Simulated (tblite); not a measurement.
Isomers of C5H9OP. Method: GFN2-xTB as coded in tblite; computed harmonic values from a numerical Hessian at the method's own geometry, unscaled. This tight-binding method is rough: wavenumbers can miss measured ones by several per cent, in bad cases by 10 to 20. Modes of hydrogen on phosphorus can be 10 to 20 % off. One conformer each.

Electronic energies: GFN2-xTB at the same geometries; isomer energies are rough at this level and their order can be wrong.

```
             SMILES  electronic energy, lowest = 0 (kcal/mol)
       COC1=C(C)P1C                                      71.4
   C[P@]1(=O)C=CCC1                                       3.8
      CC(=O)P=C(C)C                                      53.0
  CC1=C[P@H](=O)CC1                                       0.0
C=C[P@@H](=O)/C=C\C                                      34.0
       C/C=C/P=C\OC                                      67.4
```

Q: How do GFN2-xTB zero-point energies change the relative energies?

A: 
| SMILES | ZPE (kcal/mol) | of it from modes above 1550 cm⁻¹ | electronic (kcal/mol) | with ZPE, lowest = 0 (kcal/mol) | lowest mode (cm⁻¹) | rings |
| --- | --- | --- | --- | --- | --- | --- |
| CC1=C[P@H](=O)CC1 | 80.2 | 39.9 | 0.0 | 0.0 | 102 | 1 |
| C[P@]1(=O)C=CCC1 | 80.4 | 41.1 | 3.8 | 4.0 | 91 | 1 |
| C=C[P@@H](=O)/C=C\C | 78.1 | 42.9 | 34.0 | 31.9 | 67 | 0 |
| CC(=O)P=C(C)C | 79.4 | 41.2 | 53.0 | 52.3 | 29 | 0 |
| C/C=C/P=C\OC | 79.3 | 41.0 | 67.4 | 66.4 | 57 | 0 |
| COC1=C(C)P1C | 78.7 | 41.2 | 71.4 | 69.9 | 57 | 1 |

The zero-point energies span 2.3 kcal/mol, from `C=C[P@@H](=O)/C=C\C` to `C[P@]1(=O)C=CCC1`. The order is unchanged.

Q: What do entropy and thermal enthalpy add at 298.15 K and 1 bar (rigid rotor, harmonic oscillator, one conformer each)?

A: 
```
             SMILES  point group  symmetry number  S (cal/(mol K))  H − H(0) (kcal/mol)  ZPE + H − H(0) − TS (kcal/mol)
  CC1=C[P@H](=O)CC1           C1                1             85.6                 5.41                            60.1
   C[P@]1(=O)C=CCC1           C1                1             85.8                 5.52                            60.3
C=C[P@@H](=O)/C=C\C           C1                1             92.7                 6.25                            56.7
      CC(=O)P=C(C)C           C1                1             97.2                 6.66                            57.1
       C/C=C/P=C\OC           Cs                1             97.0                 6.61                            56.9
       COC1=C(C)P1C           C1                1             98.9                 6.91                            56.1
```
